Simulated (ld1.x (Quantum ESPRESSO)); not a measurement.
**What one change does to a pseudopotential (hydrogen, ultrasoft)**

hydrogen, ultrasoft, made with ld1.x (Quantum ESPRESSO) 7.5 (PBE, non-relativistic). Core none, reference 1s1. Waves: 1s (bound): rcut 1.25, rcutus 1.60 bohr; 1s channel at 0.2 Ry: rcut 1.25, rcutus 1.60 bohr; 2p channel at -0.05 Ry: rcut 1.30, rcutus 1.50 bohr; 2p channel at 0.8 Ry: rcut 1.30, rcutus 1.50 bohr. Local part: all-electron potential smoothed inside 1.55 bohr (lloc = -1). Core correction: none. Augmentation charge: built from norm-conserving waves at rcut, not smoothed further.

Change: all radii scaled by about 1.37 (s 2.20, p 2.06 bohr, rcut 1.72/1.78); local potential all-electron potential smoothed inside 2.12 bohr (lloc = -1).

Cutoffs: the cutoffs (Ry, on a coarse ladder) from which the occupation-weighted sum of valence levels, in a spherical-Bessel basis at the reference potential, stays within 10 and 1 mRy of its value at 400 Ry; they do not see the model core or the augmentation charge, which bear on the density cutoff. Errors are all-electron minus pseudo energies relative to the spin-unpolarised reference configuration.

**Question.** How do hardness, ghosts and transferability respond?

**Answer.** The potential gets softer (10 Ry and 15 Ry → 6 Ry and 8 Ry); neither file shows a bound ghost. A larger radius leaves more room for a smooth pseudo-wave, so fewer plane waves are needed.

```
                            quantity            base         changed
                       cutoff, loose           10 Ry            6 Ry
                       cutoff, tight           15 Ry            8 Ry
                        bound ghosts            none            none
   error for 1s0.5, meV [ΔE 4.76 eV]            +1.8            +9.0
lowest overlap eigenvalue by channel  s 0.96, p 0.99  s 0.93, p 0.99
```
